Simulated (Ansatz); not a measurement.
Two structures of SnH$_{4}$SO, closed shell, reached by relaxing down either side of one saddle point (PBE0-D4/def2-TZVP). Energies are electronic, without zero-point energy. Ansatz 0.2.0; basis: def2-TZVPP and def2-QZVPP; cores frozen in the correlated methods. Filled d shells of the heavier atoms are correlated. Core potentials replace the inner electrons of the atoms past krypton. The def2 sets are not built for correlating such inner shells, so the correlated values are less sure here. Extrapolation: Hartree–Fock as exp(−7.88 √X), correlation as X^−2.97. First:

| atom | x (Å) | y (Å) | z (Å) |
| --- | --- | --- | --- |
| Sn1 | -0.0379 | 0.3022 | 0.5742 |
| O2 | -1.6405 | 0.1238 | -0.5462 |
| S3 | 1.8623 | -0.4172 | -0.6997 |
| H4 | 1.4561 | -1.6975 | -0.7309 |
| H5 | 0.2443 | 1.9408 | 0.9483 |
| H6 | -0.3715 | -0.7210 | 1.8875 |
| H7 | -1.5127 | 0.4687 | -1.4333 |

Second:

```xyz
7
angstrom
Sn 0.4829 0.2402 0.9021
O -0.9146 -0.4023 -0.8859
S 2.2093 -0.7333 -0.1266
H -0.1613 -0.8320 -1.3349
H 0.0910 1.9080 0.7826
H -0.4634 -0.4642 2.1412
H -1.2438 0.2835 -1.4786
```

Q: Which bonds change from the first to the second?

A: SnH₄SO ([OH][SnH2][SH]) → SnH₂S ([S][SnH2]) + H₂O (still joined by a long Sn–O bond); bonds formed: O2–H4; bonds broken: S3–H4; bonds weakened to dative contacts: Sn1–O2.

Q: Give the saddle point's structure and its height above each. (To be estimated.)

A: By the calculation: 1.140 eV above the first and 0.405 eV above the second (CCSD(T) at an estimated basis limit (MP2 extrapolated from triple and quadruple zeta, plus CCSD(T) − MP2 in triple zeta)).
```
atom    x (Å)    y (Å)    z (Å)
 Sn1   0.2676   0.2596   0.8295
  O2  -0.8545  -0.4105  -0.8360
  S3   1.8551  -0.8192  -0.4501
  H4   0.3137  -0.7793  -1.1064
  H5   0.1000   1.9614   0.8310
  H6  -0.4767  -0.4513   2.1880
  H7  -1.2050   0.2391  -1.4560
```

The T1 diagnostic stays at or below 0.016.

Labels in which every atom is bracketed show which atoms are joined, not bond orders.

For scale, one of the runs: CCSD(T)/def2-TZVPP, 179 basis functions, launched by `ansatz run in.yaml --threads 4 --pin off --events-out ev --progress --plain --max-ram 9574MiB`. Hardware: 4 CPU threads of an Arm Neoverse V1, shared host. Wall time 40 s; peak host memory 1.9 GiB.
